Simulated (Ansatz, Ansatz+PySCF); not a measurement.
```yaml
atoms:
  - { symbol: O, position_ang: [-0.0376, 0.0040, -0.4530] }
  - { symbol: O, position_ang: [-0.0167, 1.0707, 0.1641] }
  - { symbol: O, position_ang: [0.0037, -1.1105, 0.2070] }
```

Basis set: def2-SVP (spherical functions). Correlated methods keep 3 orbitals frozen. Charge 0, multiplicity 1.

Computed with Ansatz (development build ahead of 0.2.0); each method stands on the lowest determinant of its kind that the runs found. Restricted open shells among the atoms or ions are ROHF, correlated in semicanonical orbitals with singles. Restricted functionals stand beside restricted open-shell atoms, which can lie above the unrestricted atoms usual in DFT and then raise those values.

Problem. Give the atomization energy at this shape (free ground-state atoms in the same class of orbitals less the molecule, no zero-point energy) of singlet O3 by ωB97X (unrestricted), ωB97X (restricted), r²SCAN (unrestricted), r²SCAN (restricted), PBE (restricted), PBE (unrestricted), PBE0 (unrestricted), PBE0 (restricted), UHF-CCSDT(Q), RHF-CCSD(T), RHF-CCSD, UHF-CCSD(T), UHF-CCSD, RHF-MP2, UHF-MP2, UHF, RHF.

Solution.

```
               method  atomization energy
 ωB97X (unrestricted)        587.5 kJ/mol
   ωB97X (restricted)        591.5 kJ/mol
r²SCAN (unrestricted)        633.9 kJ/mol
  r²SCAN (restricted)        658.2 kJ/mol
     PBE (restricted)        799.6 kJ/mol
   PBE (unrestricted)        785.2 kJ/mol
  PBE0 (unrestricted)        592.1 kJ/mol
    PBE0 (restricted)        596.6 kJ/mol
         UHF-CCSDT(Q)        510.2 kJ/mol
          RHF-CCSD(T)        491.5 kJ/mol
             RHF-CCSD        412.3 kJ/mol
          UHF-CCSD(T)        468.6 kJ/mol
             UHF-CCSD        419.2 kJ/mol
              RHF-MP2        583.5 kJ/mol
              UHF-MP2        434.6 kJ/mol
                  UHF        -42.6 kJ/mol
                  RHF       -224.2 kJ/mol
```

Caution for ωB97X (unrestricted), PBE0 (unrestricted): the unrestricted determinant is spin contaminated. Caution for UHF-CCSDT(Q), UHF-CCSD(T), UHF-CCSD, UHF-MP2: a plain start can end on a higher determinant. Caution for UHF-CCSDT(Q), UHF-CCSD(T), UHF-CCSD, UHF-MP2, UHF: the unrestricted determinant is a mixture of spin states. Caution for RHF-CCSD(T), RHF-CCSD, RHF-MP2, RHF: an unrestricted determinant lies well below. Caution for RHF-CCSD(T), RHF-CCSD, UHF-CCSD(T), UHF-CCSD: the program doubts this total. Caution for UHF-CCSD(T), UHF-MP2: another reference gives a lower total. Caution for RHF: the molecule lies well above its atoms at this level.
